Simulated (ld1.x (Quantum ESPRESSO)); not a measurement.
# Before and after: RRKJ potential for boron (B)

```json
{
  "Element": "boron",
  "Generator": "ld1.x (Quantum ESPRESSO) 7.5",
  "Type": "norm-conserving RRKJ (Kleinman–Bylander form)",
  "Functional": "LDA (PZ)",
  "Relativity": "scalar-relativistic",
  "Frozen core": "[He]",
  "Valence charge": "3",
  "Reference configuration": "2s2 2p1",
  "Partial waves": "2p (bound): rc 3.25 bohr; 3d channel at 0.05 Ry: rc 2.60 bohr; 2s (bound): rc 1.20 bohr",
  "Local potential": "the s channel",
  "Core correction": "a·sin(br)/r model core inside 0.70 bohr"
}
```

Change: wave 2p (bound): rc 3.25 bohr becomes 2p (bound): rc 4.44 bohr.

Cutoffs: the cutoffs (Ry, on a coarse ladder) from which the occupation-weighted sum of valence levels, in a spherical-Bessel basis at the reference potential, stays within 10 and 1 mRy of its value at 400 Ry; they do not see the model core or the augmentation charge, which bear on the density cutoff. Errors are all-electron minus pseudo energies relative to the spin-unpolarised reference configuration.

**Question.** What does the change do?

**Answer.** The potential gets neither clearly harder nor softer (21 Ry and 55 Ry → 21 Ry and 55 Ry); the s channel sets the loose cutoff, while the largest relative change is in p, which becomes softer; of the 9 tests that both files solve, the error grows in 9 and shrinks in 0 by more than 15 % and 0.3 meV (median size 72.6 → 167.3 meV); neither file shows a bound ghost at the reference potential, the only one tested. More of the atom is replaced by a form fitted at one configuration, so other configurations suffer.

| quantity | base | changed |
| --- | --- | --- |
| cutoff, loose | 21 Ry | 21 Ry |
| cutoff, tight | 55 Ry | 55 Ry |
| loose cutoff by channel (10 mRy a level) | p 10 Ry, s 18 Ry | p 6 Ry, s 18 Ry |
| bound ghosts | none | none |
| error for 2s2 2p0, meV [ΔE 8.33 eV] | +154 | +434 |
| error for 2s1 2p0, meV [ΔE 33.63 eV] | +453 | +1208 |
| error for 2s2 2p0.5, meV [ΔE 2.94 eV] | +23 | +74 |
| error for 2s2 2p1.3, meV [ΔE -0.77 eV] | +2.4 | +10 |
| error for 2s1 2p2, meV [ΔE 5.69 eV] | -28 | -110 |
| error for 2s1 2p1, meV [ΔE 14.28 eV] | -73 | -167 |
| error for 2s0 2p3, meV [ΔE 11.40 eV] | -109 | -437 |
| error for 2s2 2p1 (spin-polarised), meV [ΔE -0.23 eV] | +2.5 | -9.6 |
| error for 2s1 2p0 (spin-polarised), meV [ΔE 32.90 eV] | +450 | +1199 |

Changed file: These tests converged, but a pseudo level misses the all-electron one widely, so the file describes the atom poorly there or has found another state: 2s1 2p0: empty 2p by 2.7 eV.
